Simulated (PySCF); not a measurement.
SMILES CC(C)(C)CCOC (C7H16O) (GFN2-xTB optimised geometry):

```
24

C     -0.602    -2.294     3.907
O     -0.958    -0.961     3.648
C     -0.256    -0.358     2.582
C     -0.689    -0.874     1.205
C     -0.140    -0.090     0.000
C     -0.636    -0.786    -1.273
C      1.390    -0.090     0.000
C     -0.653     1.352     0.000
H      0.483    -2.397     4.035
H     -1.101    -2.570     4.835
H     -0.930    -2.973     3.112
H      0.824    -0.504     2.724
H     -0.486     0.706     2.677
H     -0.375    -1.916     1.106
H     -1.781    -0.852     1.175
H     -1.723    -0.796    -1.306
H     -0.272    -0.267    -2.157
H     -0.283    -1.814    -1.313
H      1.764     0.369    -0.913
H      1.781     0.472     0.844
H      1.775    -1.106     0.052
H     -0.245     1.916     0.834
H     -0.357     1.853    -0.920
H     -1.738     1.373     0.067
```

Level of theory: CAM-B3LYP/def2-SVP in PySCF 2.14.0.

**Question.** What are the frontier orbital energies and the dipole moment?

**Answer.** HOMO-2 -10.39 eV, HOMO-1 -9.90 eV, HOMO -8.44 eV, LUMO 2.40 eV, LUMO+1 3.14 eV; dipole moment 1.32 D.

Meta-Löwdin charges at CAM-B3LYP/def2-SVP: C1 -0.07, O2 -0.41, C3 0.04, C4 -0.18, C5 0.08, C6 -0.29, C7 -0.29, C8 -0.29, H9 0.08, H10 0.11, H11 0.08, H12 0.07, H13 0.10, H14 0.08, H15 0.09, H16 0.09, H17 0.09, H18 0.09, H19 0.09, H20 0.09, H21 0.09, H22 0.09, H23 0.09, H24 0.09.
